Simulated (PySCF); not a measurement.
**Ionisation energy of Te⁺ by level of theory**

Te⁺ [Kr] 4d10 5s2 5p3 (4S) → Te²⁺ [Kr] 4d10 5s2 5p2 (3P), as a difference of total energies. Computed with PySCF 2.14 in def2-SVP with the def2 core potential (28 electrons) (4s4p2d, 26 functions), with a scalar-relativistic core potential. Correlated levels: valence: 4s2 4p6 4d10 frozen. The calculations carry no spin-orbit coupling.

```csv
method,ionisation energy (eV)
UHF,18.357
LDA,18.948
BP86,18.868
MP2 (valence),18.654
SCS-MP2 (valence),18.553
CCSD (valence),18.619
CCSD(T) (valence),18.622
```

Task: How much does correlation contribute at CCSD(T) (valence)?

Result: 18.622 − (18.357) = 0.265 eV, measured against UHF.

The reference lies between the lowest fine-structure levels, while these numbers refer to the centres of the terms.

Errors of the correlated levels include the incompleteness of this basis and the frozen core.

For comparison: 18.6 ± 0.4 eV (measured; NIST Atomic Spectra Database, ionization energies).
